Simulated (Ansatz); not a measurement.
`NCS[SiH3]` + `FCS` → `NCSCF` + `[SiH3]S`  (substitution at a C–S bond)

Isolated molecules relaxed with PBE0-D4/def2-TZVP in Ansatz; ΔE leaves out vibrations. CCSD(T)/CBS adds triple-zeta CCSD(T) − MP2 to the extrapolated MP2 energy (def2 sets, frozen cores). Each species was taken in one conformer, which may not be the lowest.

| level | ΔE (kJ/mol) |
| --- | --- |
| MP2/def2-TZVPP | -10.5 |
| CCSD(T)/def2-TZVPP | -10.6 |

(1) What does CCSD(T)/CBS give? (An estimate is asked.)

Largest T1 diagnostic among the species: 0.011.

Results:

(1) Ansatz gave: -10.4 kJ/mol. The listed levels differ from it by -0.1, -0.2 kJ/mol.
